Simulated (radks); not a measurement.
Problem. The mean radii <r> (bohr) of the occupied orbitals of an atom or ion are listed with their occupations. All-electron calculation, scalar-relativistic Kohn-Sham, exchange-only LDA, spin-polarised, spherical densities, point nucleus. Program: a radial shooting solver on a logarithmic mesh with Libxc functionals.

orbital  occ.      <r>
1s          2  0.02152
2s          2  0.09158
2p          6  0.08094
3s          2   0.2393
3p          6   0.2379
3d         10   0.2163
4s          2   0.5219
4p          6   0.5445
4d         10   0.5665

Name the element and its charge. Open shells, if any, are filled with parallel spins first.

Solution. Z = 65, terbium, charge +19: Tb19+ in [Kr] 4d10. The 1s radius gives Z: for a bare nucleus <r> = (2 gamma + 1)/(2Z) with gamma = sqrt(1 - (Z/c)^2), 0.02124 bohr for Z = 65, and screening makes it slightly larger (0.02152 here). The occupations add up to 46, and the charge is Z minus that.
